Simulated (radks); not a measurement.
Problem. All-electron atom: Mg4+ in [He] 2s2 2p4. Method: scalar-relativistic Kohn-Sham, r2SCAN, spin-polarised, spherical densities, finite nucleus; open shells are filled with parallel spins first; meta-GGA in the generalised Kohn-Sham scheme; Fermi nuclear charge, rms radius 3.057 fm; computed with a radial shooting solver on a logarithmic mesh with Libxc functionals. Some entries of the table are withheld. Estimate them.

orbital  occ.  eigenvalue (hartree)  <r^2> (bohr^2)  <1/r> (bohr^-1)
1s up       1             -50.33809         0.02299            11.63
1s down     1             -50.19609         0.02282            11.65
2s up       1              -6.13081             (1)            2.277
2s down     1              -5.85002             (2)            2.229
2p up       3              -4.90831          0.4454            2.169
2p down     1              -4.58222          0.4720            2.123

Solution. 
(1) 2s up <r^2> (bohr^2): 0.4901
(2) 2s down <r^2> (bohr^2): 0.5073
